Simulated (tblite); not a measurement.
Compound: C₅H₆Cl₂O.
Numbering: `[O:1]=[C:2]1[CH2:3][CH2:4][C@@H:5]1[CH:6]([Cl:7])[Cl:8]` (hydrogens: H9, H10 on C3; H11, H12 on C4; H13 on C5; H14 on C6)

Computed with GFN2-xTB (tblite), gas phase: nudged elastic band of 9 images (0 to 8), spring 0.2 eV/Å², climbing image at the end, force threshold 0.05 eV/Å. No saddle search or frequency run followed, so the top image need not be a first-order saddle, and its height can exceed the method's true barrier by a kcal/mol or more.

The band describes a rotation about C5–C6 (sp3 carbon next to a carbonyl, CHCl2 carbon), followed by the dihedral C2–C5–C6–Cl7, from the optimised start (171°) to a second optimised geometry at -74°.

Question: Give the energy profile along the converged band.

Answer: 
```
image  dihedral (°)  E (kJ/mol)  C5–C6 (Å)  C2···Cl7 (Å)  largest true force (eV/Å)
    0           171        0.00      1.512          4.13                       0.01
    1          -174        2.04      1.515          4.13                       0.05
    2          -158        6.96      1.520          4.11                       0.07
    3          -143       12.27      1.525          4.04                       0.06
    4          -128       15.28      1.528          3.93                       0.04
    5          -114       14.53      1.527          3.80                       0.04
    6          -101       10.76      1.522          3.64                       0.05
    7           -87        6.61      1.516          3.47                       0.04
    8           -74        4.58      1.512          3.36                       0.01
```

Barriers of this band. The top is image 4 at -128°: 15.28 kJ/mol forward and 10.70 kJ/mol back; the end lies 4.58 kJ/mol above the start. The central bond is 0.016 Å longer at the top than at the start.

Question: What rate follows at 250 K for crossing this barrier forward?

Answer: Taking the electronic barrier for the free energy of activation (no zero-point or entropy terms, transmission 1), rate = (kT/h)·exp(−ΔE/kT) ≈ 3 × 10^9 s⁻¹, whose inverse is 3 × 10^-10 s. An error of 1 kcal/mol in the barrier changes this by a factor of 7, and the method and the loose band can each miss by that much or more.

Question: How would the two end points share their population at 250 K, from these energies alone?

Answer: exp(−ΔE/kT) with ΔE = 0.047 eV gives 0.11 for the higher one (end) against 1 for the lower, without vibrational, rotational or degeneracy terms. GFN2-xTB can put conformers this close in the wrong order.

The cost below is that of the whole band run. Hardware: Arm Neoverse V1, one thread, shared host with 32 logical CPUs at a one-minute load of 9.1. Cost: 3.6 s, 0.18 GiB resident at most.
